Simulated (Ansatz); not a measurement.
OSe, triplet, geometry from GFN2-xTB; HF/6-31G (Ansatz, an electronic-structure program).

Here is a job for Ansatz.
Ansatz 0.2 input:
```yaml
crystal:
  periodic: [false, false, false]
  atoms:
    - {symbol: O, position_ang: [-0.00000000, -0.00000000, -1.29850896]}
    - {symbol: Se, position_ang: [0.00000000, 0.00000000, 0.30553152]}
basis:
  gaussian:
    orbitals: 6-31G
hamiltonian:
  xc: hf
magnetization: {spin_polarized: false, initial_magnetization: 2}
```

What the program printed (banner, timings and long lists left out):

```
Functional definition: HF
330 factors; integrals over basis functions are off by at most 7.3e-4 eV
mean field evaluation 1: about -67324.9038 eV, gradient 2.9e1 eV
mean field evaluation 2: about -67324.9309 eV, gradient 2.9e1 eV
mean field evaluation 4: about -67327.2832 eV, gradient 1.7e0 eV
mean field evaluation 8: about -67327.2994 eV, gradient 6.0e-1 eV
mean field evaluation 16: about -67327.3034 eV, gradient 1.0e-3 eV
mean field evaluation 32: about -67324.9038 eV, gradient 2.9e1 eV
mean field -67327.37575661 eV, -2474.2354229209 hartree, gradient 7.2e-6 eV, S^2 2.000000; 1 other end points of the search recorded, 0 dependent functions left out
reference -67327.37575661 eV, -2474.2354229209 hartree; 22, 20 occupied and 16, 18 virtual orbitals, 330 factors
Total energy: -67327.37575661 eV, -2474.2354229209 hartree
```
